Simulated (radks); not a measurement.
Results of a calculation; reference values are marked as such.
The potassium anion K-, [Ar] 4s2, held by a Watson sphere: a shell of charge +1 at radius R that stands for the Madelung well of a crystal (potential energy -1/R inside, -1/r outside, in hartree with lengths in bohr). Code: a radial shooting solver on a logarithmic mesh with Libxc functionals. Model: scalar-relativistic Kohn-Sham, r2SCAN, spin-polarised, spherical densities, finite nucleus; meta-GGA in the generalised Kohn-Sham scheme; Fermi nuclear charge, rms radius of each element as measured or else 0.836 A^(1/3) + 0.57 fm.

| R (bohr) | e(3s) (eV) | e(3p) (eV) | e(4s) (eV) | <r> 4s (bohr) | sum of <r^2> (bohr^2) | X-ray form factor at sin(theta)/lambda = 0.1 1/angstrom |
|---|---|---|---|---|---|---|
| 2.27 | -40.268 | -22.967 | -3.671 | 4.265 | 61.09 | 17.044 |
| 2.83 | -38.627 | -21.365 | -3.611 | 4.357 | 63.05 | 16.993 |
| 2.96 | -38.343 | -21.082 | -3.588 | 4.388 | 63.66 | 16.981 |
| 3.37 | -37.632 | -20.367 | -3.499 | 4.504 | 65.92 | 16.939 |
| 3.41 | -37.576 | -20.310 | -3.489 | 4.517 | 66.16 | 16.935 |
| 3.6 | -37.333 | -20.063 | -3.439 | 4.578 | 67.37 | 16.915 |
| 4.1 | -36.853 | -19.575 | -3.295 | 4.749 | 70.86 | 16.865 |
| 4.83 | -36.425 | -19.135 | -3.070 | 5.005 | 76.44 | 16.803 |
